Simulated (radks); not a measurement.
Removal energies from neutral xenon, [Xe], by Delta-SCF beside the eigenvalue of the level emptied. All-electron calculation, scalar-relativistic Kohn-Sham, PBE, spin-polarised, spherical densities, finite nucleus; Fermi nuclear charge, rms radius of each element as measured or else 0.836 A^(1/3) + 0.57 fm. Program: a radial shooting solver on a logarithmic mesh with Libxc functionals. Open shells are filled with parallel spins first.

removed from             final configuration  Delta-SCF (eV)  -eigenvalue (eV)
5p                         [Kr] 4d10 5s2 5p5          12.359             8.235
5s                         [Kr] 4d10 5s1 5p6          24.470            19.740
4d                          [Kr] 4d9 5s2 5p6          67.448            59.384
4p            [Ar] 3d10 4s2 4p5 4d10 5s2 5p6          150.09            141.27
